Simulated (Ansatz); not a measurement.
Reaction (cleavage of the Si–Si bond): `[SiH3][SiH]1BC1` + `[NH2][AlH2]` → `[AlH2][NH][SiH3]` + `B1C[SiH2]1`

Computed with Ansatz on PBE0-D4/def2-TZVP structures; ΔE is electronic, products minus reactants. CBS: MP2 limit from def2 TZ/QZ plus the TZ coupled-cluster correction, frozen cores. This one scheme is used for every species. Functionals use def2-TZVPP. B3LYP here is the variant with VWN-RPA as its local correlation; programs differ in this. HSE06 is defined as in plane-wave codes.

`[SiH3][SiH]1BC1`:

Cartesian coordinates in Å:
```
Si 1.367 -0.044 1.386
Si -0.489 0.730 0.226
B -1.840 -0.287 -0.674
C -0.570 -0.442 -1.438
H 1.449 -1.517 1.190
H 1.232 0.252 2.837
H 2.624 0.581 0.893
H -0.568 2.217 0.160
H -2.977 -0.173 -0.995
H 0.272 -1.031 -1.072
H -0.501 -0.286 -2.513
```

`[NH2][AlH2]`:

Cartesian coordinates in Å:
```
N -0.861 -0.197 0.317
Al 0.760 0.174 -0.280
H -1.063 -0.630 1.203
H -1.715 -0.006 -0.181
H 1.992 -0.200 0.642
H 0.887 0.859 -1.702
```

`[AlH2][NH][SiH3]`:

Cartesian coordinates in Å:
```
Al -0.227 1.485 0.958
N -0.638 0.052 -0.019
Si 0.406 -1.135 -0.713
H 1.298 1.762 1.265
H -1.422 2.394 1.457
H -1.623 -0.098 -0.198
H 0.121 -2.504 -0.199
H 1.799 -0.764 -0.355
H 0.285 -1.191 -2.197
```

`B1C[SiH2]1`:

```xyz
8

B    -0.955   -0.671    0.162
C    -0.122   -0.145   -0.950
Si    0.353    0.482    0.924
H    -1.427   -1.741    0.364
H    -0.080    0.909   -1.236
H     0.292   -0.775   -1.735
H     0.428    1.949    0.751
H     1.510   -0.007    1.720
```

```json
{"level": "LDA (SPW92)", "ΔE (kcal/mol)": "-5.8", "difference from CCSD(T)/CBS": "3.8"}
{"level": "PBE-D4", "ΔE (kcal/mol)": "-5.0", "difference from CCSD(T)/CBS": "4.6"}
{"level": "revPBE-D4", "ΔE (kcal/mol)": "-5.3", "difference from CCSD(T)/CBS": "4.3"}
{"level": "BLYP-D4", "ΔE (kcal/mol)": "-8.3", "difference from CCSD(T)/CBS": "1.3"}
{"level": "r2SCAN-D4", "ΔE (kcal/mol)": "-7.9", "difference from CCSD(T)/CBS": "1.7"}
{"level": "B97M-V", "ΔE (kcal/mol)": "-7.7", "difference from CCSD(T)/CBS": "1.9"}
{"level": "PBE0-D4", "ΔE (kcal/mol)": "-6.4", "difference from CCSD(T)/CBS": "3.2"}
{"level": "B3LYP-D4", "ΔE (kcal/mol)": "-9.2", "difference from CCSD(T)/CBS": "0.4"}
{"level": "r2SCANh-D4", "ΔE (kcal/mol)": "-8.2", "difference from CCSD(T)/CBS": "1.4"}
{"level": "r2SCAN0-D4", "ΔE (kcal/mol)": "-8.6", "difference from CCSD(T)/CBS": "1.0"}
{"level": "HSE06-D4", "ΔE (kcal/mol)": "-6.4", "difference from CCSD(T)/CBS": "3.2"}
{"level": "BHLYP-D4", "ΔE (kcal/mol)": "-11.0", "difference from CCSD(T)/CBS": "-1.4"}
{"level": "CAM-B3LYP-D4", "ΔE (kcal/mol)": "-10.5", "difference from CCSD(T)/CBS": "-0.9"}
{"level": "ωB97X-V", "ΔE (kcal/mol)": "-9.2", "difference from CCSD(T)/CBS": "0.4"}
{"level": "ωB97M-V", "ΔE (kcal/mol)": "-10.5", "difference from CCSD(T)/CBS": "-0.9"}
{"level": "PBE", "ΔE (kcal/mol)": "-5.1", "difference from CCSD(T)/CBS": "4.5"}
{"level": "revPBE", "ΔE (kcal/mol)": "-4.9", "difference from CCSD(T)/CBS": "4.7"}
{"level": "BLYP", "ΔE (kcal/mol)": "-8.4", "difference from CCSD(T)/CBS": "1.2"}
{"level": "r2SCAN", "ΔE (kcal/mol)": "-7.9", "difference from CCSD(T)/CBS": "1.7"}
{"level": "PBE0", "ΔE (kcal/mol)": "-6.6", "difference from CCSD(T)/CBS": "3.0"}
{"level": "B3LYP", "ΔE (kcal/mol)": "-9.5", "difference from CCSD(T)/CBS": "0.1"}
{"level": "r2SCANh", "ΔE (kcal/mol)": "-8.3", "difference from CCSD(T)/CBS": "1.3"}
{"level": "r2SCAN0", "ΔE (kcal/mol)": "-8.7", "difference from CCSD(T)/CBS": "0.9"}
{"level": "BHLYP", "ΔE (kcal/mol)": "-11.4", "difference from CCSD(T)/CBS": "-1.8"}
{"level": "CAM-B3LYP", "ΔE (kcal/mol)": "-10.8", "difference from CCSD(T)/CBS": "-1.2"}
{"level": "LC-ωPBE", "ΔE (kcal/mol)": "-8.3", "difference from CCSD(T)/CBS": "1.3"}
{"level": "HF/def2-SVP", "ΔE (kcal/mol)": "-12.9", "difference from CCSD(T)/CBS": "-3.3"}
{"level": "MP2/def2-SVP", "ΔE (kcal/mol)": "-10.8", "difference from CCSD(T)/CBS": "-1.2"}
{"level": "CCSD/def2-SVP", "ΔE (kcal/mol)": "-10.2", "difference from CCSD(T)/CBS": "-0.6"}
{"level": "CCSD(T)/def2-SVP", "ΔE (kcal/mol)": "-9.7", "difference from CCSD(T)/CBS": "-0.1"}
{"level": "HF/def2-TZVPP", "ΔE (kcal/mol)": "-13.7", "difference from CCSD(T)/CBS": "-4.1"}
{"level": "MP2/def2-TZVPP", "ΔE (kcal/mol)": "-11.1", "difference from CCSD(T)/CBS": "-1.5"}
{"level": "SCS-MP2/def2-TZVPP", "ΔE (kcal/mol)": "-11.9", "difference from CCSD(T)/CBS": "-2.3"}
{"level": "CCSD/def2-TZVPP", "ΔE (kcal/mol)": "-10.4", "difference from CCSD(T)/CBS": "-0.8"}
{"level": "CCSD(T)/def2-TZVPP", "ΔE (kcal/mol)": "-9.8", "difference from CCSD(T)/CBS": "-0.2"}
{"level": "HF/def2-QZVPP", "ΔE (kcal/mol)": "-14.0", "difference from CCSD(T)/CBS": "-4.4"}
{"level": "MP2/def2-QZVPP", "ΔE (kcal/mol)": "-11.1", "difference from CCSD(T)/CBS": "-1.5"}
{"level": "SCS-MP2/def2-QZVPP", "ΔE (kcal/mol)": "-11.9", "difference from CCSD(T)/CBS": "-2.3"}
{"level": "HF/CBS(def2)", "ΔE (kcal/mol)": "-14.1", "difference from CCSD(T)/CBS": "-4.5"}
{"level": "MP2/CBS(def2)", "ΔE (kcal/mol)": "-10.9", "difference from CCSD(T)/CBS": "-1.3"}
{"level": "CCSD(T)/CBS", "ΔE (kcal/mol)": "-9.6", "difference from CCSD(T)/CBS": "0"}
```

Largest T1 diagnostic among the species: 0.014.

Leaving LDA and LC-ωPBE aside and taking each functional with its dispersion term where it has one, the values spread over 6.0 kcal/mol, from BHLYP-D4 to PBE-D4. From PBE to PBE0 (25 % exact exchange), in def2-TZVPP and without D4, ΔE moves by −1.5 kcal/mol.
